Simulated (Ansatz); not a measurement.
C3H9NSi, SMILES `CC([SiH3])C=N`, charge 0, multiplicity 1.

Task: Give a relaxed structure at PBE0-D4/def2-TZVP (Ansatz 0.2.0). (Best estimate.)

Result: The calculation gave: 
Cartesian coordinates in Å:
```
C 1.252 0.899 -0.450
C -0.099 0.195 -0.319
Si -0.739 0.293 1.464
C -0.025 -1.245 -0.716
N -0.861 -1.926 -1.375
H 2.012 0.412 0.167
H 1.190 1.942 -0.132
H 1.607 0.883 -1.484
H -0.850 0.694 -0.942
H 0.172 -0.466 2.362
H -0.765 1.717 1.895
H -2.107 -0.278 1.551
H 0.870 -1.771 -0.362
H -1.657 -1.349 -1.658
```
This is one stationary point; other conformers may exist.
